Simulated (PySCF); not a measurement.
# Optical rotation: `InChI=1S/C5H9FS/c1-7-3-4-2-5(4)6/h4-5H,2-3H2,1H3/t4-,5-/m0/s1`

Geometry (Å), atoms numbered from 1 in this order:
```xyz
16

C     2.4932    0.3840   -0.4712
S     1.7068   -1.0944    0.1972
C     0.0908   -0.9974   -0.6196
C    -0.7109    0.2417   -0.3141
C    -1.1684    0.5005    1.1018
C    -2.1521    0.0953    0.0662
F    -2.6628   -1.1617    0.1318
H     2.5304    0.3585   -1.5714
H     3.5232    0.3983   -0.0882
H     1.9860    1.3023   -0.1389
H     0.2224   -1.1077   -1.7083
H    -0.4516   -1.8895   -0.2724
H    -0.4677    1.1197   -0.9211
H    -1.1878    1.5243    1.4834
H    -0.8887   -0.2601    1.8365
H    -2.8908    0.8096   -0.3119
```

Computed, not measured: TDDFT BHandHLYP/def2-SVPD circular dichroism and optical rotation, one conformer, gas phase in PySCF. Geometry: PBE0-D3(BJ)/def2-SVP.

The molecule is flexible and this is one conformer; a measurement averages over conformers. States above about 7.5 eV (minus the energy of the highest occupied orbital) lie near or above the ionisation threshold and depend on the basis. Singlets 6 and 7 lie within 0.01 eV of each other, so their separate moments and overlaps can depend on how they mix.

Stereocentres: C4 R, C6 S.

Problem. Give the optical rotatory dispersion at 633, 589.3, 546, 436, 405, 365, 355 nm.

Solution. [α] in deg dm⁻¹ (g/mL)⁻¹:
```
λ (nm)  origin-invariant length gauge  modified velocity gauge  length gauge (centre of mass)  isotropic polarisability (au)
   633                         -398.3                   -394.7                         -397.5                           80.1
 589.3                         -465.8                   -461.5                         -464.9                           80.4
   546                         -551.9                   -546.7                         -550.8                           80.7
   436                         -928.0                   -918.5                         -926.3                           82.1
   405                        -1110.1                  -1098.1                        -1108.1                           82.7
   365                        -1444.0                  -1426.9                        -1441.5                           83.9
   355                        -1553.0                  -1534.0                        -1550.2                           84.2
```

Problem. And for the mirror image at 589.3 nm?

Solution. +465.8 deg dm⁻¹ (g/mL)⁻¹ (origin-invariant length gauge): the same size and the opposite sign.

Problem. What is the molar rotation [Φ] = [α]·M/100 of the geometry above at 589.3 nm?

Solution. With M = 120.19 g/mol, -559.8 deg cm² dmol⁻¹ (origin-invariant length gauge).

The first excitation lies at 5.67 eV (219 nm) with R = -2.1 × 10⁻⁴⁰ esu² cm² (velocity form).
